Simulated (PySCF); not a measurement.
Vertical excitations of a molecule C3H7NSi from TDDFT-PBE/def2-SVPD run with PySCF, as energy in eV (oscillator strength): 5.23 (0.017), 5.76 (0.000), 5.87 (0.011), 5.97 (0.005), 6.22 (0.020), 6.35 (0.001), 6.37 (0.051), 6.66 (0.005), 6.72 (0.004), 6.88 (0.018). Lowest triplet (TDA): 4.88 eV. Geometry optimised at r2SCAN-D4/def2-SVP. One conformer was computed; it need not be the lowest.

Q: Which structure fits?
A. C#CCN[SiH3]
B. CC1=NC[SiH2]1
C. CC#C[SiH2]N
D. C=C/C=N/[SiH3]

A: A, C#CCN[SiH3]
